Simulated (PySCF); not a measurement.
## From a computed spectrum to the compound

A species of 3 atoms with charge 0 has these harmonic modes (PBE0, small Gaussian bases with core potentials, PySCF 2.14.0):

```
cm⁻¹  km/mol  symmetry
  94    30.9        a1
 505   141.1        b2
 514    33.3        a1
```

Question: Which species is it, and in which structure?

Answer: DyF2 (singlet in the valence; each metal's 4f electrons, 10 of them, lie in its core potential, out of spins and levels):
```xyz
3

Dy    0.0000    0.0000   -0.1822
F     1.8592    0.0000    0.7862
F    -1.8592    0.0000    0.7862
```
Ideal gas at 298.15 K and 1 bar: S = 306.9 J/(mol K), Cp = 51.7 J/(mol K), H − H(0 K) = 13.0 kJ/mol (rigid rotor, harmonic modes, spin degeneracy alone, that of the 4f electrons in the core included). An lcecp potential fixes the number of 4f electrons, so in runs with it no electron can move into or out of that shell; real Dy(II) is rare or takes another configuration.
 This is one of several that fit.
